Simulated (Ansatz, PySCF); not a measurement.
Spin states of Cl2H2O2Ti (SMILES [OH][Ti]([OH])([Cl])[Cl]), each relaxed with B3LYP-D3(BJ)/def2-TZVP.
State 1 (charge 0, multiplicity 1):
```xyz
7

Ti     0.2987     0.0921     0.1488
Cl     2.1260     0.6937    -0.9437
Cl     0.8706    -0.6150     2.1657
O     -0.4971    -1.2259    -0.7274
H     -0.3560    -2.1201    -1.0485
O     -0.8216     1.4706     0.2767
H     -1.7226     1.6290    -0.0208
```
State 2 (charge 0, multiplicity 3):
```csv
atom,x (Å),y (Å),z (Å)
Ti,0.0137,0.0476,0.0147
Cl,2.3516,0.5909,-0.3490
Cl,1.4292,-0.3763,1.9408
O,-0.5206,-1.4439,-0.8306
H,-0.4397,-2.3338,-1.1739
O,-1.0558,1.4865,0.1917
H,-1.8803,1.9534,0.0571
```

Singlets are restricted, other states unrestricted; no spin–orbit coupling, no relativity up to Kr; see below for the cores. The largest T1 diagnostic is 0.024.

Correlated levels freeze the inner cores; with def2 sets outer-core shells near the valence are correlated too. CBS: X⁻³ extrapolation of the correlation energy, Hartree–Fock from the larger set.

Codes used: Ansatz (Gaussian orbitals); PySCF for the dispersion terms. Each number belongs to the level named beside it.

PBE/def2-TZVPP gives 73.92 kcal/mol for the energy of the multiplicity-3 state less that of the multiplicity-1 state.

Question: How do the other levels lie against it? Give each less PBE: PBE-D3(BJ)/def2-TZVPP, r2SCAN/def2-TZVPP, B3LYP/def2-TZVPP, wB97M-V/def2-TZVPP, B2PLYP/def2-TZVPP, CCSD(T)/CBS(def2-TZVPP, def2-QZVPP).

Answer: PBE-D3(BJ)/def2-TZVPP 0.11; r2SCAN/def2-TZVPP -0.24; B3LYP/def2-TZVPP -7.53; wB97M-V/def2-TZVPP -7.80; B2PLYP/def2-TZVPP -0.42; CCSD(T)/CBS(def2-TZVPP, def2-QZVPP) -0.04 kcal/mol. 1 of 6 lie above PBE; the widest gap is to wB97M-V/def2-TZVPP.

Ansatz is a quantum-chemistry and plane-wave program.
